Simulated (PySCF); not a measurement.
A structure optimised at PBE-D3(BJ)/def2-SVP, used in a PySCF frequency run:

```xyz
11

Cl     0.1189     2.3514     0.0000
C      0.0591     0.6071     0.0000
C      1.1546    -0.1987     0.0000
Si     0.4865    -1.9546     0.0000
C     -1.3105    -1.3811     0.0000
C     -1.2892    -0.0227     0.0000
H      2.1802     0.1919     0.0000
H      0.8653    -2.7499    -1.2208
H      0.8653    -2.7499     1.2208
H     -2.2477    -1.9557     0.0000
H     -2.1797     0.6272     0.0000
```

Question: Write its SMILES, formula and point group.

Answer: ClC1=C[SiH2]C=C1, C4H5ClSi, Cs

Question: What are its rotational constants (standard atomic weights)?

Answer: 6.0915, 1.4323, 1.1759 GHz
